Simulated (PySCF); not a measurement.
# Radial density of Mo (molybdenum, neutral)

LDA, [Kr] 4d5 5s1, high-spin 7S determinant. All numbers are calculated (PySCF 2.14, a scalar-relativistic core potential, in cc-pVDZ-PP with ECP28MDF (4s4p3d1f, 38 functions)). This is the valence pseudo-density: the core potential removes the inner electrons and smooths the orbitals near the nucleus.

```
r (bohr)  4πr²ρ (e/bohr)  4πr²(ρα − ρβ)
  0.0438       2.408e-05         0.0000
  0.0737       7.140e-05         0.0000
   0.124       0.0003657         0.0001
   0.208        0.004301         0.0011
   0.351          0.1013         0.0238
   0.590           2.418         0.3776
   0.992           10.65         2.0247
    1.67           5.804         2.6308
    2.81           1.407         1.2979
    4.72          0.2567         0.2563
    7.94        0.009514         0.0095
```

Energies and moments cover only the electrons outside the core potential.
